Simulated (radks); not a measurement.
Results of a calculation; reference values are marked as such.
Spherical quantum dot in the effective-mass picture: electrons in a parabolic well V = omega^2 r^2 / 2 with omega = 2.1, all in effective atomic units (hartree* = m*/eps^2 hartree, bohr* = eps/m* bohr), one dielectric constant everywhere. Level of theory: non-relativistic Kohn-Sham, PBE, spin-polarised, spherical densities (a radial shooting solver with Libxc functionals). Levels are named by radial order and angular momentum (1s, 1p, 1d, 2s, ...), and open shells are averaged over m. Results are scaled to m* = 0.094 and eps = 4.8, for which hartree* = 111 meV and bohr* = 2.702 nm.

N = 20, configuration 1s2 1p6 1d10 2s2. This is the lowest configuration that the search found. Occupied and some empty levels:

level,occupation,eigenvalue (meV),<r> (nm)
1s,2,1874.6,2.883
1p,6,2000.4,3.629
1d,10,2140.9,4.167
2s,2,2168.5,3.671
1f,0,2294.1,4.603
2p,0,2334.0,4.160
1g,0,2457.9,4.979

Energy (meV): total 27931.2, kinetic 4551.8, external 10855, Hartree 14022, exchange-correlation -1497.6.

Electron density:

r (nm),n(r) (e/nm^3)
0.363,0.06149
0.768,0.05701
1.17,0.05126
1.58,0.04628
1.98,0.04339
2.39,0.04251
2.79,0.04240
3.19,0.04132
3.60,0.03799
4.00,0.03221
4.41,0.02475
4.81,0.01708
5.22,0.01055
5.62,0.005791
6.03,0.002836
6.43,0.001249
6.83,0.0004890
7.24,0.0001705
7.64,0.00005343
8.05,0.00001487
